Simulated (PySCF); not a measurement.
Computed shifts of a molecule CH10FNSi3, PBE/pcSseg-1 (PySCF), GIAO, gas phase, atoms alike by connectivity averaged where their shifts nearly agree, in ppm (number of nuclei): ¹³C: -6.4 (1). ²⁹Si: 20.0 (1), -46.0 (1), -72.9 (1). ¹⁵N: 4.9 (1). ¹⁹F: -289.0 (1). ¹H: 6.42 (1), 6.24 (1), 5.97 (1), 4.45 (2), 0.70 (1), 0.64 (3), 0.33 (1). References: ¹³C against TMS (σ = 182.0 ppm); ²⁹Si against TMS (σ = 335.4 ppm); ¹⁵N against NH3 (σ = 267.0 ppm); ¹⁹F against CFCl3 (σ = 133.6 ppm); ¹H against TMS (σ = 31.49 ppm), references at their B3LYP-D3(BJ)/def2-TZVP geometries, non-relativistic. The structure is a stationary point at PBE-D3(BJ)/def2-SVP. One conformer was computed; it need not be the lowest.

Q: Which structure fits?
A. CN([SiH3])[SiH2][SiH2]F
B. N[SiH2][Si@@H]([SiH3])CF
C. C[SiH2][Si@@H](N)[SiH2]F
D. F[SiH2]CN[SiH2][SiH3]

A: C, C[SiH2][Si@@H](N)[SiH2]F
